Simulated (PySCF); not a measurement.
Spectrum to structure. The calculation used PySCF, TDDFT B3LYP/def2-SVPD, vertical, gas phase, core orbitals frozen in the response. Geometries: PBE0-D3(BJ)/def2-SVP, one conformer each.

```json
{"state": "S1", "ν̃ (cm⁻¹)": "37550", "f": "0.077", "main configurations (H = HOMO, L = LUMO)": "H-1→L (66%), H→L (29%)"}
{"state": "S2", "ν̃ (cm⁻¹)": "40010", "f": "0.338", "main configurations (H = HOMO, L = LUMO)": "H→L (54%), H-1→L (33%)"}
{"state": "S3", "ν̃ (cm⁻¹)": "42940", "f": "0.0011", "main configurations (H = HOMO, L = LUMO)": "H→L+1 (99%)"}
{"state": "S4", "ν̃ (cm⁻¹)": "46160", "f": "0.044", "main configurations (H = HOMO, L = LUMO)": "H→L+2 (86%)"}
{"state": "S5", "ν̃ (cm⁻¹)": "49390", "f": "0.0041", "main configurations (H = HOMO, L = LUMO)": "H-1→L+1 (100%)"}
{"state": "S6", "ν̃ (cm⁻¹)": "51250", "f": "0.0010", "main configurations (H = HOMO, L = LUMO)": "H→L+3 (95%)"}
{"state": "S7", "ν̃ (cm⁻¹)": "54720", "f": "0.311", "main configurations (H = HOMO, L = LUMO)": "H-2→L (60%), H-1→L+2 (16%), H→L+4 (14%)"}
{"state": "S8", "ν̃ (cm⁻¹)": "55330", "f": "0.155", "main configurations (H = HOMO, L = LUMO)": "H→L+4 (35%), H-1→L+2 (23%), H→L+5 (14%)"}
{"state": "S9", "ν̃ (cm⁻¹)": "55550", "f": "0.043", "main configurations (H = HOMO, L = LUMO)": "H→L+5 (78%)"}
{"state": "S10", "ν̃ (cm⁻¹)": "56280", "f": "0.0059", "main configurations (H = HOMO, L = LUMO)": "H→L+6 (82%)"}
```

Question: Which structure fits? All have the formula C5H7BO2.
A. `C#CB(O)OC1CC1`
B. `CC1=CC/1=C/B(O)O`
C. `C/C=C/C#CB(O)O`

Answer: C. Its S1 lies at 4.66 eV; the nearest of the others has S1 at 4.38 eV. S1 is HOMO-1→LUMO (66%), HOMO→LUMO (29%). Löwdin shares by element: HOMO carbon 83% or more (atoms not listed hold the other 17%); LUMO carbon 70% or more (atoms not listed hold the other 30%). At the same level the other candidates give, for their lowest levels:
- `CC1=CC/1=C/B(O)O`: 4.38 eV (f 0.019); 5.02 eV (f 0.005); 5.66 eV (f 0.001); 5.90 eV (f 0.496); 6.02 eV (f 0.001); T1 3.51 eV; HOMO -5.79, LUMO -0.60 eV
- `C#CB(O)OC1CC1`: 5.59 eV (f 0.000); 5.95 eV (f 0.088); 6.27 eV (f 0.028); 6.63 eV (f 0.000); 6.77 eV (f 0.000); T1 4.77 eV; HOMO -7.48, LUMO -0.78 eV

The values belong to the conformer `[CH3:1]/[CH:2]=[CH:3]/[C:4]#[C:5][B:6]([OH:7])[OH:8]`: H–O7–B6–C5 180°, H–O8–B6–C5 -179°.
Triplets come from the Tamm–Dancoff approximation.
